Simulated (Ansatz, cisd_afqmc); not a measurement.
Species: Cl, charge 0, doublet.

Total energies in aug-cc-pV(T+d)Z, 7 correlated electrons, 5 frozen orbitals. Open shells are spin-unrestricted; no spin-orbit coupling. Correlated methods leave the cores frozen. No relativity. AFQMC/CISD: phaseless, guided by CISD from CCSD amplitudes; bars are statistical, one sigma. Outlying blocks are dropped, and bars are widened where a walk drifts. Over all cases where full CI ran beside it in this data, AFQMC minus full CI had a median of +0.1 mEh and passed +0.4 mEh in a tenth of the cases.

```
method         program         energy (Eh)  minus CCSDTQ (mEh)
----------  ----------  ------------------  ------------------
HF              Ansatz          -459.48609              192.74
MP2             Ansatz          -459.64798               30.84
CCSD            Ansatz          -459.67145                7.37
CCSD(T)         Ansatz          -459.67786                0.97
CCSDT(Q)        Ansatz          -459.67881                0.02
CCSDTQ          Ansatz          -459.67883                0.00
AFQMC/CISD  cisd_afqmc  -459.6786 ± 0.0002           0.2 ± 0.2
```

Ansatz is a first-principles code.
